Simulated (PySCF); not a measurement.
Working out the ionisation energy of C⁺

C⁺ [He] 2s2 2p1 (2P) → C²⁺ [He] 2s2 (1S). Computed with PySCF 2.14 in dyall-av2z, with the non-relativistic Hamiltonian (point nucleus). Frozen: 1s2; the 8 highest virtual orbitals dropped. Energies in hartree (1 hartree = 27.21139 eV):

| part | C⁺ (lower) | C²⁺ (upper) |
| --- | --- | --- |
| UHF | -37.295165 | -36.407483 |
| MP2 opposite-spin | -0.043726 | -0.042904 |
| MP2 same-spin | -0.003136 | 0.000000 |

Q: What does Hartree-Fock give?

A: (-36.407483) − (-37.295165) = 0.887682 hartree = 24.155 eV.

Q: What do MP2 and SCS-MP2 (6/5 opposite-spin, 1/3 same-spin) give?

A: The opposite-spin parts differ by 0.022 eV and the same-spin parts by 0.085 eV. MP2: 24.155 + (0.022) + (0.085) = 24.262 eV. SCS-MP2: 24.155 + 1.2 × (0.022) + (0.085)/3 = 24.210 eV.

Measured between the centres of the two terms (NIST): 24.378 eV, so MP2 (valence) is off by -0.116 eV.

A double-zeta basis recovers only part of the correlation energy.

What remains against the reference includes basis incompleteness, the frozen core and correlation beyond second order.
